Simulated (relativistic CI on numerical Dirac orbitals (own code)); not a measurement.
# Hyperfine structure of Li II, mass number 6

Method of calculation: Dirac-Coulomb-Breit CI, separate exchange-only KLI orbitals for each configuration, model QED (radiative potential, 1s self-energy scaled to tabulated hydrogen-like ionisation energies), valence Slater integrals scaled by 0.85, P86 correlation energy added to each configuration (own radial code, finite nucleus).

Configurations in the expansion: 1s2, 1s 2s, 1s 2p, 1s 3s, 1s 3p, 1s 3d, 1s 4s, 1s 4p, 1s 4d, 1s 4f, 1s 5s, 1s 5p, 1s 5d, 1s 5f, 1s 5g, 1s 6s, 1s 6p, 1s 6d. Levels of other configurations are missing.

Nuclear spin I = 1, μ = 0.82204 μN, Q = -0.0008 b (tables of Stone and Pyykkö). The electronic factors are computed for point nuclear moments, without core polarisation; leaving it out makes A of s and p electrons in near-neutral atoms 20 to 40 % too small, and it can dominate for d and f shells.

| Level | E (cm⁻¹) | A (MHz) | B (MHz) |
| --- | --- | --- | --- |
| 1s 2s 3S_1 | 470106 | 2946 | 2.07e-08 |
| 1s 2p 3P°_1 | 488684 | 1430 | 0.0179 |
| 1s 2p 3P°_2 | 488686 | 1405 | -0.0357 |
| 1s 2p 1P°_1 | 496376 | 29.54 | -0.0311 |
| 1s 3s 3S_1 | 549541 | 2848 | 5.14e-09 |
| 1s 3p 3P°_1 | 554361 | 1417 | 0.00564 |
| 1s 3p 3P°_2 | 554361 | 1407 | -0.0113 |
| 1s 3d 3D_2 | 554839 | 503.9 | -0.00109 |

Levels with J = 0, under 50 % of one LS term, or S terms without an open s electron are left out. Small factors come from cancelling terms and can be off by tens of per cent or more.

For a near-neutral ion this model can misplace configurations by up to about 10,000 cm⁻¹ (more where the count of f electrons changes) and terms by 10 to 25 % of their spread. Rates follow the energies as ν³ (E1, M1) or ν⁵ (E2), so they and the lifetimes can be off by large factors. The fine structure of a lone outer electron comes out too small, for d and f at times inverted, and misplaced configurations move strength between like terms. 11 of the 11 excited levels that our extract of the measured tables holds in this range could be paired (the sources list more); they are missed by 5366 cm⁻¹ on average and 5928 at most, and levels without a partner can miss by more.

(1) Give the hyperfine levels of 1s 2s 3S_1 relative to its centre of gravity.

## Answers

(1) With K = F(F + 1) − I(I + 1) − J(J + 1), E = AK/2 + B[¾K(K + 1) − I(I + 1)J(J + 1)]/[2I(2I − 1)J(2J − 1)]: F = 0: -5891, F = 1: -2946, F = 2: 2946 MHz.
